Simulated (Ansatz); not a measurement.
Reaction (hydrogenolysis of a B–O bond): `COBCS` + H₂ → `BCS` + CH₃OH

Program: Ansatz. Geometries: PBE0-D4/def2-TZVP. ΔE: electronic, gas phase. CBS: MP2 limit from def2 TZ/QZ plus the TZ coupled-cluster correction, frozen cores. This one scheme is used for every species. Functionals use def2-TZVPP. B3LYP here is the variant with VWN-RPA as its local correlation; programs differ in this. Each species was taken in one conformer, which may not be the lowest.

```
             level  ΔE (kJ/mol)  difference from CCSD(T)/CBS
            PBE-D4        148.4                          5.9
         r2SCAN-D4        150.1                          7.6
           PBE0-D4        141.5                         -1.0
          B3LYP-D4        146.1                          3.6
           ωB97X-V        138.8                         -3.7
           ωB97M-V        142.9                          0.4
            B2PLYP        142.6                          0.1
               PBE        142.9                          0.4
            r2SCAN        148.3                          5.8
              PBE0        136.6                         -5.9
             B3LYP        137.5                         -5.0
     HF/def2-TZVPP        119.2                        -23.3
    MP2/def2-TZVPP        149.6                          7.1
SCS-MP2/def2-TZVPP        143.1                          0.6
   CCSD/def2-TZVPP        138.1                         -4.4
CCSD(T)/def2-TZVPP        144.7                          2.2
     HF/def2-QZVPP        118.9                        -23.6
    MP2/def2-QZVPP        148.2                          5.7
SCS-MP2/def2-QZVPP        141.8                         -0.7
      HF/CBS(def2)        118.9                        -23.6
     MP2/CBS(def2)        147.4                          4.9
    CCSD/CBS(def2)        135.9                         -6.6
       CCSD(T)/CBS        142.5                            0
```

Largest T1 diagnostic among the species: 0.013.

From PBE to PBE0 (25 % exact exchange), in def2-TZVPP and without D4, ΔE moves by −6.3 kJ/mol. The D4 term adds +8.5 kJ/mol with B3LYP and +4.9 kJ/mol with PBE0; it sums over pairs of atoms, weighted by their polarisabilities, and B3LYP, whose exchange is more repulsive, gets the larger term.
